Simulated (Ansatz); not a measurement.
C$_{8}$H$_{16}$O$_{2}$Ti, SMILES `CC1=CC(C)=[O+][Ti-]([CH3])([CH3])([CH3])[O]1`, relaxed with RKS PBE0-D4/def2-TZVP in the Gaussian-basis code of Ansatz from a PBE-D4/def2-SVP geometry. The force threshold is 0.005 eV/Å; the program also tests the step.

The species carries charge 0 and has multiplicity 1.

Start:

```xyz
27

C     0.539    3.351   -0.499
C     0.363    1.953    0.036
C     0.372    1.693    1.422
C     0.392    0.371    1.913
C     0.605    0.082    3.376
O     0.271   -0.657    1.148
Ti   -0.092   -0.955   -0.804
C    -1.502   -2.342   -0.068
C     1.452   -2.004   -1.701
C    -1.524   -0.484   -2.280
O     0.241    1.024   -0.846
H    -0.349    3.625   -1.106
H     1.409    3.375   -1.186
H     0.680    4.099    0.302
H     0.488    2.528    2.124
H     0.708    1.001    3.981
H    -0.244   -0.519    3.758
H     1.514   -0.542    3.498
H    -1.848   -2.999   -0.893
H    -0.978   -2.947    0.704
H    -2.378   -1.846    0.398
H     2.453   -1.617   -1.411
H     1.338   -1.929   -2.805
H     1.374   -3.073   -1.404
H    -1.865   -1.414   -2.782
H    -2.403    0.048   -1.862
H    -1.016    0.178   -3.013
```

Problem. How much energy does the relaxation release, and in how many steps? (Estimate.)

Solution. Computed: 2.80 kcal/mol, in 9 steps.

Problem. Which bonds change most? (Estimate.)

Solution. Computed: C4–O6 from 1.286 to 1.269 Å; C2–O11 from 1.287 to 1.269 Å; Ti7–C8 from 2.110 to 2.093 Å; C3–H15 from 1.098 to 1.080 Å.

Problem. Give the relaxed structure. (An estimate is asked.)

Solution. The calculation gave: 
```xyz
27

C     0.551    3.329   -0.479
C     0.366    1.940    0.042
C     0.419    1.680    1.410
C     0.395    0.375    1.898
C     0.614    0.099    3.351
O     0.218   -0.641    1.159
Ti   -0.140   -0.946   -0.796
C    -1.506   -2.364   -0.087
C     1.437   -1.955   -1.665
C    -1.534   -0.509   -2.294
O     0.188    1.037   -0.832
H    -0.328    3.610   -1.065
H     1.406    3.345   -1.159
H     0.706    4.054    0.318
H     0.578    2.498    2.097
H     0.754    1.011    3.929
H    -0.242   -0.456    3.742
H     1.491   -0.543    3.465
H    -1.842   -3.018   -0.896
H    -0.992   -2.957    0.677
H    -2.380   -1.890    0.370
H     2.400   -1.543   -1.345
H     1.362   -1.879   -2.755
H     1.393   -3.013   -1.382
H    -1.867   -1.423   -2.795
H    -2.408    0.013   -1.894
H    -1.037    0.148   -3.017
```
